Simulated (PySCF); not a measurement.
SMILES C(F)(F)(F)[SiH2]CC#C (C4H5F3Si) (GFN2-xTB optimised geometry):

```
13

C     -3.176    -2.143     3.139
C     -2.575    -1.565     2.281
C     -1.840    -0.870     1.250
Si     0.042    -1.016     1.496
C      0.794    -0.014     0.000
F      2.141    -0.014     0.000
F      0.420    -0.507    -1.200
F      0.420     1.283     0.000
H     -3.720    -2.644     3.883
H     -2.141     0.183     1.255
H     -2.127    -1.283     0.277
H      0.540    -0.333     2.688
H      0.558    -2.373     1.334
```

Method: CAM-B3LYP/def2-TZVP in PySCF.

Task: What are the frontier orbital energies and the dipole moment?

Result: HOMO-2 -11.08 eV, HOMO-1 -9.55 eV, HOMO -9.24 eV, LUMO 0.98 eV, LUMO+1 1.45 eV; dipole moment 2.18 D.

Meta-Löwdin charges at CAM-B3LYP/def2-TZVP: C1 -0.23, C2 -0.03, C3 -0.44, Si4 0.67, C5 0.57, F6 -0.28, F7 -0.29, F8 -0.29, H9 0.17, H10 0.16, H11 0.16, H12 -0.08, H13 -0.08.
